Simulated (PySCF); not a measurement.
A run for PySCF: R-B3LYP/LANL2DZ on GeH5NO (SMILES [NH2][GeH2][OH]), a point of a torsion scan.

```python
from pyscf import gto, scf, dft, mp
from pyscf.data.elements import chemcore

mol = gto.M(
    atom='''
    N     1.39240570   -0.19957229    0.09914303
    Ge   -0.24432512    0.54063039    0.15172175
    O    -1.26995988   -0.80933339    0.56887799
    H     1.40920168   -1.18752944    0.30480294
    H     2.00404659   -0.00605982   -0.67796870
    H    -0.70185430    1.13965849   -1.16004039
    H    -0.31546888    1.56474393    1.25402540
    H    -2.17544681   -0.62107636    0.80107161
    ''',
    basis='lanl2dz',
    ecp={'Ge': 'lanl2dz'},
    charge=0, spin=0, verbose=3, max_memory=1800)
mf = dft.RKS(mol, xc='b3lyp')
mf.conv_tol = 1e-8
mf.max_cycle = 100
mf.kernel()
if not mf.converged:
    mf = mf.newton().run(mf.mo_coeff, mf.mo_occ)
```

### Question
Give the final energy of this run.

### Answer
-136.7616 hartree.
